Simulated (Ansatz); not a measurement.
The same ligand exchange along the group F, Cl, Br.

Program: Ansatz. Geometries: PBE0-D4/def2-TZVP. ΔE: electronic, gas phase. CCSD(T)/CBS adds triple-zeta CCSD(T) − MP2 to the extrapolated MP2 energy (def2 sets, frozen cores). This one scheme is used for every species. DFT in def2-TZVPP. def2 core potentials past Kr. For Br, Sn outer-core shells are correlated without core-valence functions, which leaves a few kJ/mol of doubt a bond. Scalar relativity is left out up to krypton. One conformer a species, not always the lowest.

| reaction | B2PLYP (kJ/mol) |
| --- | --- |
| `C[CH2][Sn][F]` + CH₃OH → `C[O][Sn][F]` + `CC` | -130 |
| `C[CH2][Sn][Cl]` + CH₃OH → `C[O][Sn][Cl]` + `CC` | -124 |
| `C[CH2][Sn][Br]` + CH₃OH → `C[O][Sn][Br]` + `CC` | -122 |

(1) Give the CCSD(T)/CBS values in the same order. (Estimate.)

Largest T1 diagnostic: 0.017, for `C[O][Sn][F]`.

## Answers

(1) The calculation gave: -122, -114, -112 kJ/mol.
